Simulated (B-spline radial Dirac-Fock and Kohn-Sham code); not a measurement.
**Relativistic shifts of the levels of Cu⁺**

System: the Cu⁺ ion in the configuration [Ar] 3d10.

Both columns are ΔSCF binding energies of the configuration average from a B-spline atomic structure program: non-relativistic Hartree-Fock with a point nucleus, and Dirac-Fock with a finite nucleus and the Coulomb interaction alone, averaged over the two j levels with weights 2j+1.

| shell | Hartree-Fock (eV) | Dirac-Fock (eV) | shift (eV) | shift (%) |
| --- | --- | --- | --- | --- |
| 1s | 8907.9 | 9012.2 | +104.34 | +1.17 |
| 2s | 1094.4 | 1117.4 | +22.96 | +2.10 |
| 2p | 951.2 | 956.3 | +5.08 | +0.53 |
| 3s | 138.2 | 142.0 | +3.81 | +2.75 |
| 3p | 92.97 | 93.97 | +1.00 | +1.08 |
| 3d | 17.52 | 17.32 | -0.20 | -1.14 |

Relativity binds 1s, 2s, 2p, 3s, 3p more strongly, among those listed most of all 3s in relative terms, and 3d more weakly, because the contracted s and p shells screen the nucleus better.

Values without a named source are computed, but for edge energies of neutral atoms, which are taken from tables.
